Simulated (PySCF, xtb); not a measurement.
silylarsine cation (AsH5Si), SMILES [SiH3][AsH2] (connectivity only; charge and spin as stated), charge +1, multiplicity 2.

Harmonic wavenumbers (cm⁻¹) from GFN2-xTB run with xtb at its own minimum, in rising order: 66, 194, 333, 343, 364, 405, 677, 679, 700, 985, 2015, 2017, 2215, 2258, 2277.

What does PBE-D3(BJ)/def2-TZVP (PySCF) give at its own minimum? (The exact figures need the calculation; the answer reports its results.)

89, 294, 311, 350, 536, 584, 774, 869, 881, 918, 2173, 2211, 2233, 2246, 2259. Paired by order, the mean absolute difference is 96 cm⁻¹ and the zero-point energies are 22.2 and 23.9 kcal/mol.
